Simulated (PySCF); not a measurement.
C4H6O4Zn (SMILES CC1[O][Zn]2([O]C(C)=[O]->2)<-[O]=1), singlet, at a GFN2-xTB geometry (such geometries of metal compounds can be far from the true shape); DF-BHANDHLYP/STO-3G in PySCF.

Here is a job for PySCF.
```python
from pyscf import gto, scf, dft

mol = gto.M(
    atom='''
Zn   -0.00213218   -0.00048230   -0.00043732
C     0.08934617    2.30448338   -2.97259434
C     0.06009732    1.38124227   -1.78941451
O    -0.46857821    0.24796281   -1.88649319
O     0.55172751    1.74434914   -0.69403404
H     0.96313590    2.94601111   -2.91637612
H     0.08149978    1.72611245   -3.89097181
H    -0.80395332    2.92537882   -2.93898522
C    -0.08766604   -2.30410334    2.97293894
C    -0.05001408   -1.37896146    1.79148265
O    -0.99391024   -0.57877535    1.58652740
O     0.91903789   -1.41166436    0.99569749
H     0.92365326   -2.51922243    3.30336872
H    -0.67811424   -1.86106568    3.76860234
H    -0.55905197   -3.23368843    2.65942406
''',
    basis='sto-3g',
    verbose=4,
)

mf = dft.RKS(mol)
mf.xc = 'bhandhlyp'
mf = mf.density_fit(auxbasis='def2-universal-jkfit')
mf.kernel()
```

Problem. Write the output that PySCF gives for this input, abridged.

Solution. 
```
PySCF version 2.14.0

[INPUT] verbose = 4
[INPUT] num. atoms = 15
[INPUT] num. electrons = 92
[INPUT] charge = 0
[INPUT] spin (= nelec alpha-beta = 2S) = 0
[INPUT] symmetry False subgroup None
[INPUT] Mole.unit = angstrom
[INPUT] Symbol           X                Y                Z      unit          X                Y                Z       unit  Magmom
[...]
nuclear repulsion = 751.639584537492
number of shells = 38
number of NR pGTOs = 192
number of NR cGTOs = 64
basis = sto-3g
ecp = {}

******** <class 'pyscf.df.df_jk.DFRKS'> ********
method = DFRKS
initial guess = minao
damping factor = 0
level_shift factor = 0
DIIS = <class 'pyscf.scf.diis.CDIIS'>
diis_start_cycle = 1
diis_space = 8
diis_damp = 0
SCF conv_tol = 1e-09
SCF conv_tol_grad = None
SCF max_cycles = 50
direct_scf = False
XC library pyscf.dft.libxc version 7.1.2
    S. Lehtola, C. Steigemann, M. J. T. Oliveira, and M. A. L. Marques,  SoftwareX 7, 1–5 (2018)
XC functionals = bhandhlyp
    A. D. Becke,  J. Chem. Phys. 98, 1372 (1993)
    Defined through Gaussian implementation.
radial grids:
    Treutler-Ahlrichs [JCP 102, 346 (1995); DOI:10.1063/1.469408] (M4) radial grids

becke partition: Becke, JCP 88, 2547 (1988); DOI:10.1063/1.454033
pruning grids: <function nwchem_prune>
grids dens level: 3
symmetrized grids: False
atomic radii adjust function: <function treutler_atomic_radii_adjust>
small_rho_cutoff = 0
Set gradient conv threshold to 3.16228e-05
Initial guess from minao.
tot grids = 192288
******** <class 'pyscf.df.df.DF'> ********
auxbasis = def2-universal-jkfit
init E= -2209.3151325612
[...]
cycle= 1 E= -2208.71012633286  delta_E= 0.605  |g|= 1.32  |ddm|= 5.67
[...]
cycle= 2 E= -2208.28262317152  delta_E= 0.428  |g|= 1.66  |ddm|= 3.95
[...]
cycle= 3 E= -2209.11469463443  delta_E= -0.832  |g|= 0.702  |ddm|=  3.2
[...]
cycle= 4 E= -2209.26783197917  delta_E= -0.153  |g|= 0.161  |ddm|= 0.826
[...]
cycle= 5 E= -2209.27791844673  delta_E= -0.0101  |g|= 0.017  |ddm|= 0.266
[...]
cycle= 6 E= -2209.2782883116  delta_E= -0.00037  |g|= 0.0108  |ddm|= 0.0606
[...]
cycle= 7 E= -2209.27850483004  delta_E= -0.000217  |g|= 0.00865  |ddm|= 0.0723
[...]
cycle= 8 E= -2209.27854701733  delta_E= -4.22e-05  |g|= 0.00525  |ddm|= 0.0235
[...]
cycle= 9 E= -2209.2785657469  delta_E= -1.87e-05  |g|= 0.000282  |ddm|= 0.0223
[...]
cycle= 10 E= -2209.27856577692  delta_E= -3e-08  |g|= 0.000227  |ddm|= 0.00128
[...]
cycle= 11 E= -2209.27856580057  delta_E= -2.37e-08  |g|= 3.89e-05  |ddm|= 0.000503
[...]
cycle= 12 E= -2209.27856580166  delta_E= -1.09e-09  |g|= 7.71e-06  |ddm|= 0.000124
[...]
cycle= 13 E= -2209.2785658018  delta_E= -1.4e-10  |g|= 5.35e-06  |ddm|= 5.78e-05
[...]
Extra cycle  E= -2209.27856580185  delta_E= -4.55e-11  |g|= 5.01e-06  |ddm|= 2.04e-05
converged SCF energy = -2209.27856580185
```
